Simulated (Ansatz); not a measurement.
Li₇Al (the lowest singlet isomer of a short search). The state is a singlet with charge 0. Geometry PBE0-D4/def2-TZVP, basis def2-TZVP, Ansatz.

```xyz
8

Al   -0.529    0.524    0.767
Li    0.444   -0.896   -1.334
Li   -2.850    1.108    1.839
Li    3.635   -0.631   -1.204
Li   -1.809   -1.700    0.568
Li   -2.010    0.936   -1.298
Li    1.625   -0.914    1.203
Li    1.495    1.573   -0.541
```

| run | HOMO (eV) | LUMO (eV) |
| --- | --- | --- |
| A | -4.77 | 0.04 |
| B | -2.76 | -1.69 |
| C | -4.57 | -0.27 |
| D | -3.11 | -1.67 |
| E | -2.95 | -1.67 |

HSE06 is defined as in plane-wave codes, on full-range PBE exchange. The structure comes from a short search, and lower isomers may exist.

Q: The runs used BLYP, HSE06, r2SCAN, ωB97M-V, ωB97X-V. Estimate which is which.

A: A ωB97X-V (range-separated); B BLYP (0 % exact exchange); C ωB97M-V (range-separated); D HSE06 (range-separated); E r2SCAN (0 % exact exchange). Exact exchange lowers occupied and raises empty levels; among semilocal functionals meta-GGAs tend to open the gap a little, and such runs are hard to tell apart. The gap grows from 1.07 eV (BLYP) to 4.81 eV (ωB97X-V). The restricted singlet is unstable towards broken spin symmetry in Hartree–Fock (as tested in another run); at ωB97X-V/def2-TZVP, BLYP-D4/def2-TZVP, ωB97M-V/def2-TZVP, HSE06-D4/def2-TZVP and others this wasn't settled.
